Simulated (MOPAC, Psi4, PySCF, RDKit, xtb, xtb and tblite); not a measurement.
Torsional profile of SMILES s1c(ccc1C=C)[SeH] (C6H6SSe). Scanned: dihedral S8–C6–Se7–H14; all other coordinates were relaxed at GFN2-xTB. Points at φ and −φ are mirror images.

Geometry of the scan point at 180° (Å):
```
14

C     -2.4482     1.2519    -0.5388
C     -1.9548     0.1729     0.0621
C     -0.5580    -0.1437     0.1735
C      0.0012    -1.2357     0.7824
C      1.4050    -1.2634     0.7249
C      1.9166    -0.1826     0.0663
Se     3.7346     0.2320    -0.2717
S      0.6792     0.8882    -0.4946
H     -3.5062     1.4366    -0.5912
H     -1.8032     1.9836    -0.9971
H     -2.6164    -0.5528     0.5180
H     -0.5840    -2.0012     1.2608
H      2.0139    -2.0432     1.1488
H      4.2170    -0.9588     0.3990
```

Computed with: GFN2-xTB (xtb and tblite); PBE/def2-SVP // GFN2-xTB (Psi4); PBE-D3(BJ)/def2-SVP // GFN2-xTB (Psi4); UFF // GFN2-xTB (RDKit); PM6, restricted, heats of formation // GFN2-xTB (MOPAC); PM7, restricted, heats of formation // GFN2-xTB (MOPAC); GFN1-xTB // GFN2-xTB (xtb); RKS-B3LYP/6-31G* = PySCF with restricted B3LYP/6-31G*, spherical d, density fitting // GFN2-xTB; RMP2/6-31G* = restricted MP2 (frozen core)/6-31G*, spherical d // GFN2-xTB in PySCF; RHF/3-21G = restricted Hartree-Fock/3-21G, density fitting // GFN2-xTB in PySCF 2.14.0; RKS-BP86/6-31G* = restricted BP86/6-31G*, spherical d, density fitting // GFN2-xTB in PySCF.

Least-squares fit of E(φ) = a0 + Σ (a_n cos nφ + b_n sin nφ), n = 1 to 4, to the 24 scan points, in kcal/mol above the lowest point of each profile (levels whose profile four harmonics don't fit are not listed):

```json
[
 {"method": "GFN2-xTB", "a0": "0.92", "a1": "-0.29", "b1": "0.00", "a2": "-0.79", "b2": "0.00", "a3": "0.15", "b3": "0.00", "a4": "0.01", "b4": "0.00", "rms of fit": "0.00"},
 {"method": "PBE/def2-SVP", "a0": "0.61", "a1": "-0.35", "b1": "0.00", "a2": "0.53", "b2": "0.00", "a3": "0.12", "b3": "0.00", "a4": "0.02", "b4": "0.00", "rms of fit": "0.01"},
 {"method": "PBE-D3(BJ)/def2-SVP", "a0": "0.60", "a1": "-0.36", "b1": "0.00", "a2": "0.51", "b2": "0.00", "a3": "0.12", "b3": "0.00", "a4": "0.02", "b4": "0.00", "rms of fit": "0.01"},
 {"method": "UFF", "a0": "3.43", "a1": "0.01", "b1": "0.00", "a2": "3.34", "b2": "0.00", "a3": "-0.24", "b3": "0.00", "a4": "-0.07", "b4": "0.00", "rms of fit": "0.02"},
 {"method": "PM6", "a0": "0.06", "a1": "-0.04", "b1": "0.00", "a2": "-0.04", "b2": "0.00", "a3": "0.04", "b3": "0.00", "a4": "-0.01", "b4": "0.00", "rms of fit": "0.00"},
 {"method": "PM7", "a0": "0.37", "a1": "-0.16", "b1": "0.00", "a2": "0.36", "b2": "0.00", "a3": "0.05", "b3": "0.00", "a4": "0.02", "b4": "0.00", "rms of fit": "0.01"},
 {"method": "GFN1-xTB", "a0": "1.47", "a1": "-0.12", "b1": "0.00", "a2": "-1.50", "b2": "0.00", "a3": "0.11", "b3": "0.00", "a4": "0.06", "b4": "0.00", "rms of fit": "0.01"},
 {"method": "RKS-B3LYP/6-31G*", "a0": "1.12", "a1": "-0.32", "b1": "0.00", "a2": "1.06", "b2": "0.00", "a3": "0.17", "b3": "0.00", "a4": "-0.03", "b4": "0.00", "rms of fit": "0.01"},
 {"method": "RMP2/6-31G*", "a0": "1.37", "a1": "-0.26", "b1": "0.00", "a2": "1.36", "b2": "0.00", "a3": "0.13", "b3": "0.00", "a4": "-0.01", "b4": "0.00", "rms of fit": "0.01"},
 {"method": "RHF/3-21G", "a0": "1.45", "a1": "-0.20", "b1": "0.00", "a2": "1.34", "b2": "0.00", "a3": "0.16", "b3": "0.00", "a4": "-0.10", "b4": "0.00", "rms of fit": "0.01"},
 {"method": "RKS-BP86/6-31G*", "a0": "1.00", "a1": "-0.32", "b1": "0.00", "a2": "0.93", "b2": "0.00", "a3": "0.17", "b3": "0.00", "a4": "0.00", "b4": "0.00", "rms of fit": "0.01"}
]
```
